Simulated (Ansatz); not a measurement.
Isolated molecules relaxed with PBE0-D4/def2-TZVP in Ansatz; ΔE leaves out vibrations. CBS: MP2 limit from def2 TZ/QZ plus the TZ coupled-cluster correction, frozen cores. DFT in def2-TZVPP. B3LYP here is the variant with VWN-RPA as its local correlation; programs differ in this. One conformer a species, not always the lowest.

`C[SiH2]CCCl` + `[BH2][AlH][OH]` → `[BH2][AlH][O][SiH2]C` + `CCCl`  (ligand exchange at the Si–C bond)

`C[SiH2]CCCl`:

Cartesian coordinates in Å:
```
C -1.939 0.307 0.375
Si -0.595 -0.994 0.340
C 0.904 -0.427 -0.656
C 1.559 0.806 -0.088
Cl 2.989 1.320 -1.043
H -2.257 0.566 -0.638
H -2.813 -0.057 0.919
H -1.597 1.220 0.867
H -1.110 -2.248 -0.276
H -0.161 -1.306 1.732
H 1.624 -1.250 -0.691
H 0.588 -0.242 -1.687
H 0.886 1.663 -0.082
H 1.922 0.642 0.927
```

`[BH2][AlH][OH]`:

Cartesian coordinates in Å:
```
B 1.024 0.757 0.853
Al -0.530 -0.402 -0.009
O -0.608 -0.420 -1.710
H 0.886 1.912 1.144
H 2.105 0.305 1.108
H -1.610 -1.242 0.811
H -1.268 -0.911 -2.196
```

`[BH2][AlH][O][SiH2]C`:

```xyz
13

B     3.017    1.533   -0.009
Al    1.029    1.519   -0.751
O    -0.087    0.476   -0.033
Si   -0.970   -0.590    0.821
C    -2.045   -1.614   -0.302
H     3.376    2.264    0.871
H     3.876    0.813   -0.438
H     0.496    2.419   -1.948
H    -0.062   -1.485    1.595
H    -1.820    0.153    1.794
H    -2.641   -2.321    0.282
H    -1.440   -2.187   -1.010
H    -2.730   -0.981   -0.871
```

`CCCl`:

```xyz
8

C     0.047   -0.579   -0.547
C     0.027    0.414    0.587
Cl   -0.703    1.967    0.083
H     0.498   -1.515   -0.206
H     0.631   -0.201   -1.387
H    -0.964   -0.791   -0.899
H     1.030    0.648    0.940
H    -0.566    0.058    1.429
```

```
             level  ΔE (kJ/mol)  difference from CCSD(T)/CBS
            PBE-D4       -107.6                         13.9
         r2SCAN-D4       -121.9                         -0.4
           PBE0-D4       -114.4                          7.1
          B3LYP-D4       -125.0                         -3.5
           ωB97X-V       -121.6                         -0.1
           ωB97M-V       -120.6                          0.9
            B2PLYP       -128.0                         -6.5
               PBE       -110.2                         11.3
            r2SCAN       -122.7                         -1.2
              PBE0       -116.7                          4.8
             B3LYP       -129.1                         -7.6
     HF/def2-TZVPP       -150.4                        -28.9
    MP2/def2-TZVPP       -121.7                         -0.2
SCS-MP2/def2-TZVPP       -127.4                         -5.9
   CCSD/def2-TZVPP       -126.0                         -4.5
CCSD(T)/def2-TZVPP       -122.0                         -0.5
     HF/def2-QZVPP       -152.2                        -30.7
    MP2/def2-QZVPP       -122.1                         -0.6
SCS-MP2/def2-QZVPP       -127.7                         -6.2
      HF/CBS(def2)       -152.4                        -30.9
     MP2/CBS(def2)       -121.2                          0.3
    CCSD/CBS(def2)       -125.5                         -4.0
       CCSD(T)/CBS       -121.5                            0
```

Largest T1 diagnostic among the species: 0.012.

The D4 term adds +4.0 kJ/mol with B3LYP and +2.3 kJ/mol with PBE0; it sums over pairs of atoms, weighted by their polarisabilities, and B3LYP, whose exchange is more repulsive, gets the larger term. In def2-TZVPP, CCSD(T) changes the Hartree–Fock value by +28.4 kJ/mol (the triples alone add +4.0 kJ/mol) and MP2 by +28.7 kJ/mol. From PBE to PBE0 (25 % exact exchange), in def2-TZVPP and without D4, ΔE moves by −6.4 kJ/mol.
